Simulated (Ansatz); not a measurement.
Molecule: CH4B (charge -1, singlet). It need not be the lowest isomer of its formula. Whether it binds its extra electron was not tested at this geometry. 
Coordinates optimised at B3LYP-D3(BJ)/def2-TZVP (Ansatz, a first-principles code):
SMILES: [CH2-]B
```xyz
6

B      0.7609     0.1006     0.0064
C     -0.6771    -0.0895    -0.0057
H      1.5382    -0.7725    -0.3501
H      1.2786     1.1450     0.3736
H     -1.1651    -1.0123    -0.3289
H     -1.3934     0.6739     0.3075
```
Charge -1, spin multiplicity 1.

Basis-set convergence of Hartree-Fock and CCSD correlation energies (hartree) with Ansatz. Cores are frozen in the correlated levels unless marked. Spin-orbit coupling is left out. Non-relativistic. This anion needs diffuse functions, which these sets lack.

```tsv
basis	functions	E(HF)	E(corr, CCSD)
cc-pVDZ	48	-64.82767	-0.28296
cc-pVTZ	116	-64.85299	-0.33301
cc-pVQZ	230	?	?
```

Task: What belongs in the gaps?

Result: 
- cc-pVQZ, E(HF): -64.85968
- cc-pVQZ, E(corr, CCSD): -0.34742
